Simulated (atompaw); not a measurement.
**u(r) = r·R(r): atom against pseudo-atom (sulfur (S))**

Columns: radius, all-electron u(r) and pseudo u(r) of the 3p shell (level -7.02 eV) of sulfur in the configuration [Ne] 3s2 3p4; PBE, non-relativistic, PAW (atompaw) scheme, atompaw 4.2.0.5.

```tsv
r (bohr)	all-electron	pseudo
0.060	0.0783	-0.0028
0.119	0.1974	-0.0108
0.179	0.2864	-0.0243
0.238	0.3267	-0.0427
0.298	0.3235	-0.0662
0.358	0.2857	-0.0943
0.417	0.2250	-0.1260
0.477	0.1482	-0.1618
0.537	0.0632	-0.2008
0.596	-0.0233	-0.2416
0.656	-0.1104	-0.2849
0.715	-0.1928	-0.3287
0.775	-0.2716	-0.3737
0.835	-0.3441	-0.4184
0.894	-0.4089	-0.4614
0.954	-0.4681	-0.5035
1.013	-0.5198	-0.5426
1.073	-0.5657	-0.5795
1.133	-0.6052	-0.6128
1.192	-0.6380	-0.6418
1.252	-0.6655	-0.6672
1.312	-0.6875	-0.6881
1.371	-0.7042	-0.7044
1.431	-0.7167	-0.7167
1.490	-0.7249	-0.7249
1.550	-0.7295	-0.7295
```

Q: How many radial nodes do the two functions have?

A: The all-electron 3p function has n − l − 1 = 1; the pseudo-wave has 0, since the states of the same l below it are removed with the core.

Q: Is the pseudo-wave norm-conserving?

A: No, it belongs to a PAW set: the norm inside the radius is not constrained, and the difference is carried by the augmentation charge.
